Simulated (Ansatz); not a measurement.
A nudged elastic band was laid between two geometries of BrH + GeH4 (7 atoms, charge 0, multiplicity 1).

The calculation used RKS r2SCAN-D4/def2-SVP in Ansatz 0.2.0.

```
movable images  : 5
climbing image  : yes
spring          : 5.0 eV/Å²
optimiser       : quadratic models (default)
start path      : through a guess of the saddle point
force threshold : 0.03 eV/Å
iteration limit : 60
end points      : relaxed
```

Image 0:

```xyz
7
Properties=species:S:1:pos:R:3
Ge 0.379 0.000 -0.166
H 0.412 0.000 1.369
H 1.821 0.000 -0.691
H -0.348 1.255 -0.658
H -0.348 -1.255 -0.658
Br -3.245 0.000 1.519
H -2.194 0.000 2.480
```

Image 6:

```xyz
7
Properties=species:S:1:pos:R:3
Ge -0.414 0.000 -0.773
H -0.037 0.000 3.553
H 0.707 0.000 0.271
H -0.385 1.266 -1.634
H -0.385 -1.266 -1.634
Br -2.422 0.000 0.385
H -0.585 0.000 3.028
```

Problem. What changes between the two ends?

Solution. Bonds broken: Ge1–H2, Br6–H7. Bonds formed: Ge1–Br6, H2–H7. BrH + GeH4 becomes BrGeH3 + H2.

Problem. Give the energies along the band, and the barrier.

Solution. It converged. The highest image is number 3 of 0 to 6, 158.6 kJ/mol above the first end and 207.2 kJ/mol above the last; the last end lies 48.6 kJ/mol below the first. Neighbouring images differ by up to 1.4 eV, so the band resolves the path poorly. A vibrational analysis at the climbing image gives 2 clearly imaginary modes (963i, 132i cm⁻¹): a point of higher order, so a lower path passes nearby. The orbitals stay closed-shell, which can raise the energy where a bond breaks towards radicals; this wasn't checked here.

```csv
image,path coordinate (Å),energy (kJ/mol),Ge1–H2 (Å),Br6–H7 (Å),Ge1–Br6 (Å)
0,0.00,0.0,1.54,1.42,4.00
1,0.79,1.4,1.54,1.43,3.87
2,1.57,36.0,1.58,1.48,3.24
3,2.36,158.6,1.85,1.94,2.79
4,3.36,28.0,2.53,2.32,2.39
5,4.37,-42.1,3.37,2.77,2.32
6,5.37,-48.6,4.34,3.22,2.32
```

Problem. What is the geometry of the highest image?

Solution. 
```xyz
7
Properties=species:S:1:pos:R:3:forces:R:3
Ge -0.182 0.000 -0.087 0.00 0.00 0.00
H 0.026 0.000 1.756 0.00 0.00 0.00
H 1.364 0.000 0.062 0.00 0.00 0.00
H -0.590 1.329 -0.710 0.00 0.00 0.00
H -0.590 -1.329 -0.710 0.00 0.00 0.00
Br -2.691 0.000 1.126 0.00 0.00 0.00
H -0.859 0.000 1.757 0.00 0.00 0.00
```

The run took 2.8 min on 2 threads of Intel(R) Xeon(R) Platinum 8259CL CPU @ 2.50GHz (Skylake/Cascade Lake), with other jobs on the host, peak memory 0.21 GiB.
